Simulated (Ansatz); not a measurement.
**The standard entropy of CsCl (SMILES [Cl][Cs]) from a frequency calculation**

A linear singlet with charge 0, relaxed at wB97M-V/def2-TZVPD (core potential) (Ansatz 0.2.0):

```xyz
2

Cl    0.0000    0.0000   -0.0308
Cs    0.0000    0.0000    2.9371
```

Harmonic wavenumbers in cm⁻¹: 205.

Masses in u: Cl 35.45, Cs 132.905. Take T = 298.15 K, p = 1 bar, R = 8.3145 J/(mol K), kT/hc = 207.22 cm⁻¹, rigid rotor and harmonic oscillator.

Problem. Compute the standard molar entropy.

Solution. 
1. Translation (Sackur–Tetrode): S = R[3/2 ln M + 5/2 ln T − 1.1517] with M = 168.355 gives 172.8 J/(mol K).
2. Rotation: the moment of inertia is 246.507 u Å², so B = 16.8576/I = 0.0684 cm⁻¹; σ = 1; q = kT/(σhcB) = 3029.5; S = R(ln q + 1) = 75.0.
3. Vibration: with u = ν̃/207.22, each mode gives R[u/(eᵘ − 1) − ln(1 − e⁻ᵘ)]; the sum is 8.7, most from 205 cm⁻¹ (8.7).
4. Electronic: R ln 1 = 0.0, from the spin multiplicity alone.
5. Sum: 172.8 + 75.0 + 8.7 + 0.0 = 256.5 J/(mol K).

No measured value is set beside it here.
